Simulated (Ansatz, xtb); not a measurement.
# C3H11BrSi2: which of two isomers lies lower

Structure X is `CCC[Si@H]([SiH3])Br`, a singlet and structure Y is `CC(C)[Si@H]([SiH3])Br`, a singlet. Both are isolated molecules in the gas phase, relaxed with PBE0-D3(BJ)/def2-SVP, each in the lowest conformer that the search found.

Quicker runs give these differences E(Y) − E(X): GFN2-xTB −0.39 kcal/mol; HF/STO-3G +1.90 kcal/mol (at GFN2-xTB geometries); r2SCAN-D4/def2-SVP +0.05 kcal/mol (at GFN2-xTB geometries).

Question: Estimate which is lower in electronic energy at CCSD(T)/def2-SVP + ΔMP2/def2-TZVPP, and by roughly how much.

Answer: Too close to call at this level: CCSD(T)/def2-SVP + ΔMP2/def2-TZVPP gives E(Y) − E(X) = +0.07 kcal/mol.

Level by level:

```csv
level,geometry,E(Y) − E(X) (kcal/mol),departure from the last row (kcal/mol),"job, with rough time for the two"
GFN2-xTB,GFN2-xTB,−0.39,−0.46,"optimisation, 0.27 s"
HF/STO-3G,GFN2-xTB,+1.90,+1.83,"single point, 0.58 s"
r2SCAN-D4/def2-SVP,GFN2-xTB,+0.05,−0.02,"single point, 5.1 s"
PBE0-D3(BJ)/def2-SVP,PBE0-D3(BJ)/def2-SVP,−0.18,−0.24,"optimisation, 71 s"
HF/def2-SVP,PBE0-D3(BJ)/def2-SVP,+2.02,+1.96,part of the CCSD(T) run
MP2/def2-SVP,PBE0-D3(BJ)/def2-SVP,−0.32,−0.38,part of the CCSD(T) run
CCSD(T)/def2-SVP,PBE0-D3(BJ)/def2-SVP,−0.01,−0.08,single point
CCSD(T)/def2-SVP + ΔMP2/def2-TZVPP,PBE0-D3(BJ)/def2-SVP,+0.07,,"single point, 2.1 min"
```

As drawn, both hold the same kinds of bond in the same numbers. Structure X has 1 methyl group, Y 2.

The largest departure from CCSD(T)/def2-SVP + ΔMP2/def2-TZVPP is that of HF/def2-SVP, 1.96 kcal/mol. The last row adds to CCSD(T) the change of the MP2 difference between the two basis sets, here +0.08 kcal/mol.

With thermal terms from frequencies at re-optimised GFN2-xTB minima (ideal gas, soft modes damped towards free rotors, one conformer each, 298.15 K, 1 atm): on the last row, ΔE + ΔZPE = +0.04, ΔH = +0.03, ΔG = +0.48 kcal/mol.

The correlated steps freeze 22 core orbitals; the filled d shell of Br is correlated, in a basis made for valence electrons. Codes used: Ansatz 0.2.0, xtb 6.7.1; the last row on 4 threads of Arm Neoverse V1 on a shared host.
